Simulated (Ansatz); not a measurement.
The cluster Ga5As4⁺. Charge 1, multiplicity 1. Geometry PBE-D4/def2-SVP; atoms count from 1.

Cartesian coordinates in Å:
```
Ga -1.9920 -0.7677 1.1563
Ga 3.0490 -2.1842 -0.5099
Ga -0.8187 -1.7220 -1.9231
Ga -1.0151 3.6882 -0.9417
Ga 1.0981 -0.0720 2.4735
As -0.4733 1.6766 1.0435
As 0.6117 -1.8817 0.4403
As 0.9749 0.4123 -0.5802
As -1.4346 0.8505 -1.1587
```

The structure comes from a short search, and lower isomers may exist.

Question: Estimate the Mulliken populations from the PBE0/def2-TZVP orbitals of Ansatz.

Answer: 
```tsv
atom	charge (e)
Ga1	0.41
Ga2	0.51
Ga3	0.42
Ga4	0.55
Ga5	0.42
As6	-0.33
As7	-0.60
As8	-0.05
As9	-0.33
```
Mulliken values depend strongly on the basis.

Question: And the Mayer bond orders between heavy atoms (over 0.3)?

Answer: Ga1–As6 0.32 (2.88 Å); Ga1–As7 0.30 (2.92 Å); Ga1–As9 0.32 (2.88 Å); Ga2–As7 0.62 (2.63 Å); Ga3–As7 0.43 (2.77 Å); Ga3–As9 0.42 (2.75 Å); Ga4–As6 0.34 (2.88 Å); Ga4–As9 0.34 (2.88 Å); Ga5–As6 0.42 (2.75 Å); Ga5–As7 0.43 (2.77 Å); As6–As8 0.89 (2.52 Å); As6–As9 0.82 (2.54 Å); As7–As8 0.96 (2.54 Å); As8–As9 0.89 (2.52 Å).
